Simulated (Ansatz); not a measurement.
`S[CH2][ZnH]` + CH₃OH → `COCS` + `[ZnH2]`  (substitution at a C–Zn bond)

Computed with Ansatz on PBE0-D4/def2-TZVP structures; ΔE is electronic, products minus reactants. CCSD(T)/CBS is the MP2 limit (def2-TZVPP, def2-QZVPP) plus CCSD(T) − MP2 in def2-TZVPP, frozen cores. This one scheme is used for every species. Functionals use def2-TZVPP. B3LYP here is the variant with VWN-RPA as its local correlation; programs differ in this. For Zn outer-core shells are correlated without core-valence functions, which leaves a few kJ/mol of doubt a bond. Scalar relativity is left out up to krypton. Each species was taken in one conformer, which may not be the lowest.

`S[CH2][ZnH]`:

```xyz
7

S    -1.663   -0.099    0.521
C     0.139    0.063    0.731
Zn    0.933    0.336   -1.028
H    -1.678   -1.055   -0.421
H     0.531   -0.764    1.324
H     0.262    0.973    1.325
H     1.475    0.547   -2.453
```

CH₃OH:

Cartesian coordinates in Å:
```
C -0.022 0.355 -0.022
O -0.490 -0.973 0.038
H -0.899 0.999 -0.101
H 0.613 0.535 -0.898
H 0.533 0.644 0.879
H 0.266 -1.560 0.106
```

`COCS`:

```xyz
10

C     1.219   -0.686   -0.036
O     0.633    0.541    0.325
C    -0.594    0.777   -0.276
S    -1.966   -0.284    0.285
H     1.387   -0.737   -1.121
H     0.591   -1.530    0.265
H     2.178   -0.745    0.477
H    -0.850    1.817   -0.081
H    -0.554    0.616   -1.362
H    -2.044    0.231    1.522
```

`[ZnH2]`:

Cartesian coordinates in Å:
```
Zn 0.000 0.000 0.000
H -0.691 0.213 -1.365
H 0.691 -0.213 1.365
```

```tsv
level	ΔE (kcal/mol)
PBE-D4	9.3
B3LYP	9.5
HF/def2-TZVPP	7.7
MP2/CBS(def2)	13.8
```

(1) What does CCSD(T)/CBS give? (Best estimate.)

Largest T1 diagnostic among the species: 0.016.

Results:

(1) The calculation gave: +11.9 kcal/mol. The listed levels differ from it by -2.6, -2.4, -4.2, 1.9 kcal/mol.

In def2-TZVPP, CCSD(T) changes the Hartree–Fock value by +2.5 kcal/mol (the triples alone add −0.1 kcal/mol) and MP2 by +4.4 kcal/mol. The D4 term adds −0.8 kcal/mol with B3LYP and −0.5 kcal/mol with PBE0; it sums over pairs of atoms, weighted by their polarisabilities, and B3LYP, whose exchange is more repulsive, gets the larger term.
